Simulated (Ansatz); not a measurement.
Relaxation of BCl3F (5 atoms, charge 0, multiplicity 2), to a largest force component of 0.03 eV/Å in at most 50 steps.

All numbers below come from Ansatz 0.2.0, UKS PBE0-D4/def2-SVP.

```xyz
5
Properties=species:S:1:pos:R:3
B 0.000 0.000 -0.412
Cl 0.000 0.000 2.636
Cl 1.553 0.000 -1.145
Cl -1.553 0.000 -1.145
F 0.000 0.000 4.225
```

Q: Where does it end, and by what steps?

A: It converged. After 39 steps the energy has fallen by 5.042 eV; F5 moved furthest, 2.37 Å. Parted: Cl2–F5 (1.59 → 2.72 Å). Joined: B1–Cl2 (3.05 → 1.94 Å), B1–F5 (4.64 → 1.33 Å).

| step | energy less start (eV) | largest force component (eV/Å) | accepted |
| --- | --- | --- | --- |
| 0 | 0.0000 | 2.901 | yes |
| 2 | -0.4975 | 3.601 | yes |
| 4 | -1.2983 | 5.093 | yes |
| 6 | -2.3064 | 3.179 | yes |
| 8 | -2.6774 | 0.097 | yes |
| 10 | -2.6881 | 0.072 | yes |
| 12 | -2.6920 | 0.503 | no |
| 14 | -2.7130 | 0.203 | yes |
| 16 | -2.7559 | 0.377 | yes |
| 18 | -2.8142 | 0.482 | yes |
| 20 | -2.8833 | 0.329 | yes |
| 22 | -2.9608 | 0.216 | yes |
| 24 | -3.0423 | 0.455 | yes |
| 26 | -3.1878 | 0.943 | yes |
| 28 | -3.9844 | 2.820 | yes |
| 30 | -4.6132 | 2.291 | yes |
| 32 | -4.7613 | 1.457 | yes |
| 34 | -4.9799 | 1.294 | yes |
| 36 | -5.0391 | 0.154 | yes |
| 38 | -5.0412 | 0.061 | yes |
| 39 | -5.0415 | 0.018 | yes |

```xyz
5
Properties=species:S:1:pos:R:3
B -0.151 -0.192 0.945
Cl 0.230 1.678 1.301
Cl 1.525 -0.117 -0.032
Cl -1.564 -0.441 -0.095
F -0.040 -0.928 2.041
```

Whether the end is a true minimum wasn't checked by a vibrational analysis.

Run time: 3 min on 2 threads of Arm Neoverse V2 (shared host), peak memory 0.32 GiB.
